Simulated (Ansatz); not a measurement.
Geometry optimisation, Ansatz, UHF/STO-3G.

input.yaml

```yaml
crystal:
  periodic: [false, false, false]
  atoms:
    - { symbol: C, position_ang: [-0.5591, -0.2429, 2.1314] }
    - { symbol: B, position_ang: [0.2578, -0.1322, 0.7966] }
    - { symbol: "N", position_ang: [1.2529, -0.8186, -0.206] }
    - { symbol: C, position_ang: [0.3703, 0.0522, -0.7528] }
    - { symbol: "N", position_ang: [-0.6833, -0.6712, -1.5915] }
    - { symbol: "N", position_ang: [0.8356, 1.2997, -1.2951] }
    - { symbol: H, position_ang: [-0.4277, -1.1784, 2.615] }
    - { symbol: H, position_ang: [-1.6412, -0.0584, 1.8559] }
    - { symbol: H, position_ang: [-0.2923, 0.6309, 2.8505] }
    - { symbol: H, position_ang: [2.1902, -0.3045, -0.0452] }
    - { symbol: H, position_ang: [-1.5733, -0.0962, -1.5478] }
    - { symbol: H, position_ang: [-0.9036, -1.5812, -1.1281] }
    - { symbol: H, position_ang: [1.1468, 1.1071, -2.2698] }
    - { symbol: H, position_ang: [0.014, 1.9645, -1.3841] }
magnetization:
  spin_polarized: true
basis:
  gaussian: { orbitals: STO-3G }
hamiltonian:
  xc: hf
relax:
  f_tol: 0.02
  max_steps: 40
```

Launched with:

```bash
$ ansatz run input.yaml --threads 1 --pin off --max-ram 2048MiB --backend cpu --events-out ev --progress --plain --runs-dir out
```

**Question.** Where does it end, and by what steps?

**Answer.** The forces met the threshold. The force dipped under the threshold on the way, but the program's further checks kept it going. Limits of this set-up: minimal basis. After 23 steps the energy has fallen by 2.077 eV; H10 moved furthest, 0.90 Å.

```
step  energy less start (eV)  largest force component (eV/Å)  accepted
   0                  0.0000                           7.625       yes
   1                 -1.4140                           2.085       yes
   2                 -1.6693                           1.218       yes
   3                 -1.8031                           1.262       yes
   4                 -1.9144                           1.144       yes
   5                 -2.0028                           0.734       yes
   6                 -2.0274                           1.687       yes
   7                 -2.0561                           0.474       yes
   8                 -2.0289                           0.982        no
   9                 -2.0684                           0.108       yes
  10                 -2.0701                           0.205       yes
  11                 -2.0674                           0.280        no
  12                 -2.0734                           0.051       yes
  13                 -2.0743                           0.062       yes
  14                 -2.0749                           0.092       yes
  15                 -2.0754                           0.050       yes
  16                 -2.0758                           0.096       yes
  17                 -2.0762                           0.069       yes
  18                 -2.0767                           0.033       yes
  19                 -2.0770                           0.053       yes
  20                 -2.0771                           0.042       yes
  21                 -2.0773                           0.019       yes
  22                 -2.0774                           0.016       yes
  23                 -2.0774                           0.015       yes
```

```xyz
14
Properties=species:S:1:pos:R:3
C -0.505 -0.129 2.208
B 0.139 -0.230 0.792
N 1.118 -0.735 0.035
C 0.212 0.099 -0.729
N -0.527 -0.606 -1.820
N 0.754 1.391 -1.196
H 0.010 -0.745 2.937
H -1.547 -0.432 2.183
H -0.478 0.899 2.558
H 2.014 -1.187 -0.133
H -1.444 -0.137 -1.920
H -0.763 -1.551 -1.475
H 1.033 1.270 -2.183
H -0.029 2.065 -1.229
```

Whether the end is a true minimum wasn't checked by a vibrational analysis.

Time of the run: 34 s on 1 thread of Arm Neoverse V1 (shared host), peak memory 0.11 GiB.
